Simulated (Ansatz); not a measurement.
Nudged elastic band run: F₃H₃O₂W

input.yaml

```yaml
crystal:
  periodic: [false, false, false]
  atoms:
    - { symbol: W, position_ang: [-0.038148, 0.025968, -0.066771] }
    - { symbol: H, position_ang: [-0.202396, -0.216688, 1.613801] }
    - { symbol: F, position_ang: [1.678101, 0.596924, 0.444511] }
    - { symbol: O, position_ang: [-0.26192, 1.872113, -0.233179] }
    - { symbol: H, position_ang: [0.456003, 2.518337, -0.189455] }
    - { symbol: O, position_ang: [-1.871859, -0.206652, 0.1862] }
    - { symbol: H, position_ang: [-2.342189, -0.14315, 1.024689] }
    - { symbol: F, position_ang: [0.787125, -1.638923, 0.078487] }
    - { symbol: F, position_ang: [-0.396618, -0.567131, -1.814983] }
basis:
  gaussian: { orbitals: def2-SVP }
hamiltonian:
  xc: pbe0
  dispersion: d4
neb:
  order_check: false
  images: 5
  f_tol: 0.05
  max_iterations: 60
  final_atoms:
    - { symbol: W, position_ang: [-0.58826487, -0.3462829, -0.35485381] }
    - { symbol: H, position_ang: [1.52229691, 1.18435089, 0.9031937] }
    - { symbol: F, position_ang: [2.31762991, 0.70852877, 1.01505108] }
    - { symbol: O, position_ang: [-0.1204921, 1.35967562, 0.33165134] }
    - { symbol: H, position_ang: [-0.51055423, 2.12922614, -0.12511276] }
    - { symbol: O, position_ang: [-2.39620096, -0.2034386, 0.06977141] }
    - { symbol: H, position_ang: [-2.55789094, -0.1716488, 1.03569533] }
    - { symbol: F, position_ang: [-0.42754532, -2.15715739, -0.03644215] }
    - { symbol: F, position_ang: [0.5691206, -0.26245574, -1.79565415] }
  initial_path:
    images:
      - { positions_ang: [[-0.038148, 0.025968, -0.066771], [-0.202396, -0.216688, 1.613801], [1.678101, 0.596924, 0.444511], [-0.26192, 1.872113, -0.233179], [0.456003, 2.518337, -0.189455], [-1.871859, -0.206652, 0.1862], [-2.342189, -0.14315, 1.024689], [0.787125, -1.638923, 0.078487], [-0.396618, -0.567131, -1.814983]] }
      - { positions_ang: [[-0.02252917, 0.01889159, -0.04155332], [0.13838528, -0.12049002, 1.65847103], [1.72674539, 0.42546869, 0.61573295], [-0.19108569, 1.89583518, -0.16841224], [0.07564726, 2.42679445, -0.38096234], [-1.89133398, -0.15574541, 0.11989795], [-2.31966629, -0.15124196, 0.99312851], [0.54612918, -1.70723857, 0.07046702], [-0.25419297, -0.39147593, -1.82346956]] }
      - { positions_ang: [[-0.00691034, 0.01181518, -0.01633565], [0.47916656, -0.02429205, 1.70314105], [1.77538977, 0.25401337, 0.78695491], [-0.12025139, 1.91955736, -0.10364547], [-0.30470847, 2.33525189, -0.57246968], [-1.91080896, -0.10483882, 0.05359591], [-2.29714357, -0.15933393, 0.96156802], [0.30513335, -1.77555414, 0.06244704], [-0.11176795, -0.21582087, -1.83195611]] }
      - { positions_ang: [[0.0087085, 0.00473877, 0.00888203], [0.81994783, 0.07190593, 1.74781108], [1.82403416, 0.08255806, 0.95817686], [-0.04941708, 1.94327954, -0.03887871], [-0.68506421, 2.24370934, -0.76397703], [-1.93028394, -0.05393224, -0.01270614], [-2.27462086, -0.16742589, 0.93000753], [0.06413753, -1.8438697, 0.05442706], [0.03065708, -0.0401658, -1.84044267]] }
      - { positions_ang: [[-0.19028263, -0.11226846, -0.11236325], [1.05406419, 0.44272092, 1.46627195], [1.98856608, 0.29121497, 0.97713493], [-0.07310876, 1.7487449, 0.08463131], [-0.62689422, 2.20554827, -0.55102227], [-2.08558961, -0.10376769, 0.01478638], [-2.36904422, -0.16883353, 0.9652368], [-0.09975675, -1.94829893, 0.02413732], [0.21014492, -0.11426245, -1.82551316]] }
      - { positions_ang: [[-0.38927375, -0.22927568, -0.23360853], [1.28818055, 0.81353591, 1.18473282], [2.15309799, 0.49987187, 0.99609301], [-0.09680043, 1.55421026, 0.20814132], [-0.56872422, 2.16738721, -0.33806751], [-2.24089528, -0.15360315, 0.04227889], [-2.46346758, -0.17024116, 1.00046606], [-0.26365104, -2.05272816, -0.00615241], [0.38963276, -0.18835909, -1.81058365]] }
      - { positions_ang: [[-0.58826487, -0.3462829, -0.35485381], [1.52229691, 1.18435089, 0.9031937], [2.31762991, 0.70852877, 1.01505108], [-0.1204921, 1.35967562, 0.33165134], [-0.51055423, 2.12922614, -0.12511276], [-2.39620096, -0.2034386, 0.06977141], [-2.55789094, -0.1716488, 1.03569533], [-0.42754532, -2.15715739, -0.03644215], [0.5691206, -0.26245574, -1.79565415]] }
```

Launched with:

```bash
$ ansatz run input.yaml --threads 2 --pin off --max-ram 3072MiB --backend cpu --events-out ev --progress --plain --runs-dir out
```

Output, in part (warnings, iteration lines, the closing report on the highest movable image, with atoms numbered from 0):

```
NEB end point (image 0): max|allowed force component| = 2.699e-2 eV/Å (the criterion of neb.relax_end_points is 1.000e-2)
NEB end point (image 6): max|allowed force component| = 2.233e-2 eV/Å (the criterion of neb.relax_end_points is 1.000e-2)
NEB iter   1: max|band force component| = 5.611e1 eV/Å  barrier→ = 8.0627 eV  barrier← = 6.5351 eV  Δτ_max = 0.2000 Å  (314 SCF iters)
NEB iter   2: max|band force component| = 1.012e1 eV/Å  barrier→ = 3.3447 eV  barrier← = 1.8172 eV  Δτ_max = 0.2000 Å  (223 SCF iters)
NEB iter   3: max|band force component| = 5.839e0 eV/Å  barrier→ = 2.0603 eV  barrier← = 0.5327 eV  Δτ_max = 0.1972 Å  (198 SCF iters)
NEB iter   4: max|band force component| = 1.937e0 eV/Å  barrier→ = 1.8137 eV  barrier← = 0.2861 eV  Δτ_max = 0.2000 Å  (192 SCF iters)
NEB iter   5: max|band force component| = 1.156e0 eV/Å  barrier→ = 1.7423 eV  barrier← = 0.2147 eV  Δτ_max = 0.1984 Å  (197 SCF iters)
NEB iter   6: max|band force component| = 7.451e-1 eV/Å  barrier→ = 1.7037 eV  barrier← = 0.1761 eV  Δτ_max = 0.2000 Å  (193 SCF iters)
NEB iter   7: max|band force component| = 1.658e0 eV/Å  barrier→ = 1.6987 eV  barrier← = 0.1712 eV  Δτ_max = 0.0783 Å  (198 SCF iters)
NEB iter   8: max|band force component| = 7.577e-1 eV/Å  barrier→ = 1.6677 eV  barrier← = 0.1401 eV  Δτ_max = 0.0990 Å  (186 SCF iters)
NEB iter   9: max|band force component| = 6.026e-1 eV/Å  barrier→ = 1.6647 eV  barrier← = 0.1371 eV  Δτ_max = 0.0813 Å  (189 SCF iters)
NEB iter  10: max|band force component| = 7.224e-1 eV/Å  barrier→ = 1.6637 eV  barrier← = 0.1362 eV  Δτ_max = 0.0410 Å  (189 SCF iters)
NEB iter  11: max|band force component| = 5.200e-1 eV/Å  barrier→ = 1.6632 eV  barrier← = 0.1356 eV  Δτ_max = 0.0413 Å  (191 SCF iters)
NEB iter  12: max|band force component| = 1.353e-1 eV/Å  barrier→ = 1.6626 eV  barrier← = 0.1351 eV  CI = image 4  Δτ_max = 0.0825 Å  (187 SCF iters)
NEB iter  13: max|band force component| = 3.094e-1 eV/Å  barrier→ = 1.6654 eV  barrier← = 0.1379 eV  CI = image 4  Δτ_max = 0.0416 Å  (186 SCF iters)
NEB iter  14: max|band force component| = 2.465e-1 eV/Å  barrier→ = 1.6664 eV  barrier← = 0.1388 eV  CI = image 4  Δτ_max = 0.0414 Å  (189 SCF iters)
NEB iter  15: max|band force component| = 2.576e-1 eV/Å  barrier→ = 1.6662 eV  barrier← = 0.1386 eV  CI = image 4  Δτ_max = 0.0832 Å  (188 SCF iters)
NEB iter  16: max|band force component| = 8.129e-2 eV/Å  barrier→ = 1.6616 eV  barrier← = 0.1340 eV  CI = image 4  Δτ_max = 0.1687 Å  (191 SCF iters)
NEB iter  17: max|band force component| = 2.991e-1 eV/Å  barrier→ = 1.6611 eV  barrier← = 0.1335 eV  CI = image 4  Δτ_max = 0.0810 Å  (181 SCF iters)
NEB iter  18: max|band force component| = 5.796e-2 eV/Å  barrier→ = 1.6609 eV  barrier← = 0.1333 eV  CI = image 4  Δτ_max = 0.0332 Å  (181 SCF iters)
NEB iter  19: max|band force component| = 5.877e-2 eV/Å  barrier→ = 1.6607 eV  barrier← = 0.1331 eV  CI = image 4  Δτ_max = 0.0165 Å  (193 SCF iters)
NEB iter  20: max|band force component| = 6.122e-2 eV/Å  barrier→ = 1.6606 eV  barrier← = 0.1330 eV  CI = image 4  Δτ_max = 0.0083 Å  (192 SCF iters)
NEB iter  21: max|band force component| = 4.347e-2 eV/Å  barrier→ = 1.6606 eV  barrier← = 0.1331 eV  CI = image 4  Δτ_max = 0.0000 Å  (356 SCF iters)
Total energy: -14100.56062638 eV, -518.1860453161 hartree
Atom 0 at    -0.467997    -0.004361    -0.208444 Å, force     0.006354     0.013462    -0.015678 eV/Å
Atom 1 at     1.977348    -0.183471     1.493816 Å, force     0.000772    -0.002030    -0.004398 eV/Å
Atom 2 at     2.086419     0.051125     0.604608 Å, force    -0.004337    -0.000937     0.010079 eV/Å
Atom 3 at    -0.515962     1.842339     0.100375 Å, force     0.000568    -0.007337     0.003750 eV/Å
Atom 4 at    -0.972603     2.331993    -0.612383 Å, force    -0.002510     0.002215    -0.003742 eV/Å
Atom 5 at    -2.321757    -0.219612    -0.094122 Å, force     0.006767     0.001493     0.001835 eV/Å
Atom 6 at    -2.645889     0.005198     0.803519 Å, force     0.000130    -0.002051     0.001386 eV/Å
Atom 7 at    -0.069004    -1.643986     0.586814 Å, force     0.001746    -0.002588     0.004558 eV/Å
Atom 8 at     0.737543     0.061573    -1.630884 Å, force    -0.009489    -0.002226     0.002209 eV/Å
Dipole moment:    -0.239037     0.297954     0.528019 e Å
```

The run converged. The profile has 2 maxima (images 1, 4) with wells between them (image 2): this band takes more than one step, which may be the mechanism or a detour left from its start path. Neighbouring images differ by up to 1.5 eV, so the band resolves the path poorly. A vibrational analysis at the climbing image gives one clearly imaginary mode, 100i cm⁻¹: a first-order saddle point. The orbitals stay closed-shell, which can raise the energy where a bond breaks towards radicals; this wasn't checked here.

Final band (atoms are numbered from 1 in the order of the input):

```
image  path coordinate (Å)  energy (eV)  W1–H2 (Å)  W1–F3 (Å)  H2–F3 (Å)
    0                 0.00         0.00       1.71       1.88       2.36
    1                 1.36         0.04       1.71       1.87       2.26
    2                 2.72         0.01       1.71       1.87       2.20
    3                 4.07         1.48       1.75       1.99       1.66
    4                 5.42         1.66       2.98       2.68       0.93
    5                 6.62         1.64       2.88       2.83       0.93
    6                 7.81         1.53       2.89       3.38       0.93
```

Time of the run: 9 min on 2 threads of Arm Neoverse V1, on a shared host, peak memory 0.3 GiB.
